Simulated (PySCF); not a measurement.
## Electron correlation in Ag⁴⁺ (silver, charge +4)

Starting occupation: [Kr] 4d7, 4d3/2 with m_j = -3/2, -1/2, +1/2, +3/2, 4d5/2 with m_j = +1/2, +3/2, +5/2. All numbers are calculated (PySCF 2.14, X2C-1e with screened-nucleus spin-orbit coupling, Gaussian nucleus, in x2c-TZVPall-2c). Frozen: [Ar] 3d10; 15 electrons correlated; the 6 highest virtual spinors left out.

MP2 pair energies summed by pair of shells (mhartree):

| pair | energy | share (%) |
| --- | --- | --- |
| 4d-4p | -139.09 | 39.7 |
| 4d-4d | -121.88 | 34.8 |
| 4p-4p | -45.96 | 13.1 |
| 4p-4s | -20.87 | 6.0 |
| 4d-4s | -19.33 | 5.5 |
| 4s-4s | -3.33 | 1.0 |

Total MP2 correlation energy: -350.47 mhartree.

The GHF reference relaxed away from the jj start to a determinant that is no pure jj level (⟨S²⟩ = 3.67, ⟨J²⟩ = 24.76); the energies belong to that determinant.

This basis was not built for core-valence correlation, so the inner-shell part is incomplete.
